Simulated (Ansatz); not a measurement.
System: tribromo(ethyl)silane, C₂H₅Br₃Si, net charge 0, singlet state. SMILES: CC[Si](Br)(Br)Br
Structure (B3LYP-D3(BJ)/def2-TZVP (Ansatz, a program for electronic structure) minimum search):
```xyz
11

C     -3.0830     0.1164     0.2481
C     -1.9666    -0.9201     0.0935
Si    -0.2525    -0.2034     0.0064
Br    -0.0748     1.1731    -1.7333
Br     0.2056     0.9389     1.8608
Br     1.2409    -1.8357    -0.2165
H     -3.0966     0.8120    -0.5915
H     -2.9598     0.6977     1.1624
H     -4.0560    -0.3750     0.2920
H     -1.9648    -1.6253     0.9295
H     -2.1010    -1.5115    -0.8167
```

Property: atomisation energy (electronic, to ground-state atoms), in kcal/mol. Valence correlation only, unless marked. UHF or UKS for open shells. Spin-orbit coupling is left out. Frozen are the shells of the preceding noble gas and the d and f shells that filled before the atom's block. No relativistic terms. The coupled-cluster limit lacks core correlation, which all-electron functionals hold. CBS(X,Y): correlation extrapolated as X^-3; Hartree-Fock from the larger set.

| level | program | atomisation energy (kcal/mol) |
|---|---|---|
| HF/6-31G | Ansatz | 608.9 |
| HF/def2-SVPD | Ansatz | 699.1 |
| PBE/def2-TZVPD | Ansatz | 935.0 |
| BLYP/def2-TZVPD | Ansatz | 894.8 |
| PBE0/def2-TZVPD | Ansatz | 927.5 |
| r2SCANh/def2-TZVPD | Ansatz | 929.6 |
| HSE06-D3(BJ)/def2-TZVPD | Ansatz + dftd3 | 936.4 |

Problem. What does CCSD(T)/CBS(def2-TZVPPD,def2-QZVPPD) (Ansatz) give?

Solution. 929.1 kcal/mol, so HSE06-D3(BJ)/def2-TZVPD differs from it by 7.3 kcal/mol.
